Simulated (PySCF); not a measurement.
**Electric field gradients and quadrupole coupling constants**

Compound: C₉H₁₂O.
Numbering: `[CH3:1][CH2:2][O:3][C:4]1=[CH:5][C@@H:6]2[CH:7]=[CH:8][C@H:9]1[CH2:10]2` (hydrogens: H11, H12, H13 on C1; H14, H15 on C2; H16 on C5; H17 on C6; H18 on C7; H19 on C8; H20 on C9; H21, H22 on C10)

Cartesian coordinates in Å at the GFN2-xTB level; atoms count from 1:
```xyz
22
C9H12O angstrom
C      3.5326    0.5772   -0.6405
C      2.1193    0.1004   -0.9308
O      1.3308    0.3215    0.2248
C      0.0473   -0.0766    0.1473
C     -0.6769   -0.6481   -0.8138
C     -2.0855   -0.8010   -0.2510
C     -2.6153    0.6128   -0.0604
C     -1.8876    1.1776    0.8913
C     -0.8700    0.1443    1.3482
C     -1.7318   -1.1221    1.2126
H      4.1653    0.4138   -1.5084
H      3.5240    1.6361   -0.3969
H      3.9401    0.0320    0.2066
H      2.1137   -0.9704   -1.1791
H      1.6887    0.6506   -1.7793
H     -0.4050   -0.9172   -1.8148
H     -2.7345   -1.4909   -0.7832
H     -3.4080    1.0383   -0.6458
H     -1.9339    2.1772    1.2788
H     -0.3630    0.3376    2.2880
H     -1.1661   -2.0459    1.3273
H     -2.5946   -1.1277    1.8783
```

Field gradients from the PBE0/pcSseg-1 density (PySCF, non-relativistic), principal values in atomic units, ordered |Vxx| ≤ |Vyy| ≤ |Vzz|:

```tsv
atom	Vxx	Vyy	Vzz
O3	-0.2668	-1.5483	1.8151
```

Q: Find the asymmetry η = (Vxx − Vyy)/Vzz and the couplings χ = eQV/h (234.96 MHz × Q in barn × V in au), with Q(17O) = −0.0256 b.

A: 
| atom | environment | nucleus | η | χzz (MHz) | χxx (MHz) | χyy (MHz) |
| --- | --- | --- | --- | --- | --- | --- |
| O3 | ether oxygen | 17O | 0.71 | -10.92 | 1.60 | 9.31 |

The tensor is traceless: Vxx + Vyy + Vzz = 0.

Q: What is Vzz at O3 in SI units (1 au = 9.71736 × 10²¹ V/m²)?

A: 1.8151 au = 17.638 × 10²¹ V/m².

Were the hydrogens deuterons (Q(2H) = 0.00286 b), χzz would run from 189 kHz (H14 and H15) to 238 kHz (H16).

The structure is a single GFN2-xTB conformer in the gas phase; no vibrational or solvent corrections. GFN2-xTB bond lengths can be off by several hundredths of an ångström, more for odd bonds, and the gradients follow them. These gradients aren't converged with respect to the basis.
